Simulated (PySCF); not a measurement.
Start geometry of `C=C=C=CC[SiH3]` from GFN2-xTB (Å):
```
atom  x, y, z in Å
C1     3.4625    0.5553    0.2565
C2     2.2611    0.0359    0.2412
C3     1.1159   -0.4817    0.2045
C4    -0.0891   -1.0045    0.2079
C5    -1.2202   -0.4901    1.0241
Si6   -2.4186    0.5315   -0.0653
H7     4.2520    0.1692   -0.3684
H8     3.7073    1.3888    0.8953
H9    -0.3091   -1.8408   -0.4454
H10   -0.8450    0.1334    1.8364
H11   -1.7651   -1.3266    1.4658
H12   -2.9133   -0.3188   -1.1503
H13   -1.6995    1.6799   -0.6142
H14   -3.5395    0.9681    0.7697
```

What comes out of this run: PBE0-D3(BJ)/def2-SVP geometry optimisation, gas phase in PySCF?

```
atom  x, y, z in Å
C1     3.5372    0.5737    0.2717
C2     2.3226    0.0580    0.2705
C3     1.1537   -0.4459    0.2632
C4    -0.0643   -0.9649    0.2689
C5    -1.2143   -0.4620    1.0780
Si6   -2.4172    0.5557    0.0162
H7     4.3251    0.1707   -0.3730
H8     3.7949    1.4201    0.9167
H9    -0.2651   -1.8113   -0.4025
H10   -0.8693    0.1737    1.9081
H11   -1.7835   -1.3028    1.5096
H12   -2.9178   -0.2758   -1.1208
H13   -1.7221    1.7587   -0.5290
H14   -3.5828    0.9879    0.8483
```

The energy falls by 1.8 kcal/mol over 5 energy and gradient evaluations, the largest force component goes from 0.0124 to 2.9e-04 Eh/bohr, and the atoms move by 0.048 Å rms after alignment. Among the bonds, Si6–H13 and Si6–H14 change most and about equally (+0.031 to +0.032 Å). Bonds longer at the end by more than 0.005 Å: 12 of 13; shorter: 1. Rotational constants go from 8643, 1058, 1001 to 8738, 1033, 978.2 MHz. The orientation of the end geometry is arbitrary; only internal coordinates are fixed.

The run used 128 basis functions and 33 SCF cycles in all. The run took 29 s wall on an Arm Neoverse V1 with one thread, shared host.

Whether it is a minimum is left open (no frequencies). The numbers are those of one conformer.
